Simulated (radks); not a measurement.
Results of a calculation; reference values are marked as such.
Task: The thallium ion Tl3+, [Xe] 4f14 5d10. Code: a radial shooting solver on a logarithmic mesh with Libxc functionals. Model: non-relativistic Kohn-Sham, exchange-only B88, spin-polarised, spherical densities, point nucleus. Every spin shell is full or empty, so the densities are truly spherical. Functionals are evaluated on that one density, not self-consistently. Rank these exchange functionals by their error against the exact value of the orbitals, and give that value: LDA, PBEsol, revPBE, OPTX, AM05, G96, revTPSS, r2SCAN, Tao-Mo.

Result: Exact: -351.454 hartree. From best to worst, with 100 (|E| - |E exact|)/|E exact| (equal figures are ties): r2SCAN -0.18, revPBE -0.27, G96 +0.45, Tao-Mo -0.84, revTPSS -0.91, PBEsol -1.80, OPTX +1.91, AM05 -3.60, LDA -3.80.
